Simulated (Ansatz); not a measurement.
Total energies of ClCuH$_{3}$N, SMILES `[NH3+][Cu-][Cl]`.

```xyz
6

N    -0.007    0.628   -0.508
Cu    0.010   -0.880    0.711
Cl    0.029   -2.497    2.020
H    -0.304    1.478   -0.040
H    -0.642    0.470   -1.284
H     0.914    0.801   -0.898
```

Charge 0, multiplicity 1. For Cu the d shell is correlated and the shells below it are frozen. Scalar relativity is left out up to krypton. Geometry: relaxed with PBE0-D4/def2-TZVP. It is one conformer, not always the lowest. Basis def2-TZVPP, the Gaussian-basis code of Ansatz.

RPA on PBE orbitals: Hartree–Fock energy of these orbitals -2154.68992 Eh, correlation -1.32575 Eh (frozen core).

| functional | energy without D4 (Eh) | D4 term (kJ/mol) |
| --- | --- | --- |
| PBE0 | -2156.95670 | -7.4 |
| B3LYP | -2157.48823 | -14.4 |

Task: Give the same for LDA (SPW92), PBE, revPBE, BLYP, r2SCAN, B97M-V, r2SCANh, r2SCAN0, HSE06 (plane-wave form), BHLYP, CAM-B3LYP, LC-ωPBE, ωB97X-V, ωB97M-V, B2PLYP, PBE-QIDH. (Best estimate.)

Result: The calculation gave: 
```csv
functional,energy without D4 (Eh),D4 term (kJ/mol)
LDA (SPW92),-2152.70945,–
PBE,-2156.92045,-8.8
revPBE,-2157.21804,-25.6
BLYP,-2157.49404,-19.2
r2SCAN,-2157.34643,-2.1
B97M-V,-2156.95129,–
r2SCANh,-2157.31931,-2.2
r2SCAN0,-2157.28055,-2.5
HSE06 (plane-wave form),-2156.94286,-7.0
BHLYP,-2157.31997,-11.9
CAM-B3LYP,-2157.51506,-7.6
LC-ωPBE,-2157.05781,–
ωB97X-V,-2157.17014,–
ωB97M-V,-2157.27739,–
B2PLYP,-2156.96845,–
PBE-QIDH,-2156.61386,–
```

B3LYP takes the VWN-RPA correlation (the form of Gaussian; ORCA's B3LYP/G). HSE06 is the plane-wave form, built on full-range PBE exchange. The double hybrids freeze the cores in their second-order part.

LC-ωPBE has ω = 0.4 bohr⁻¹.
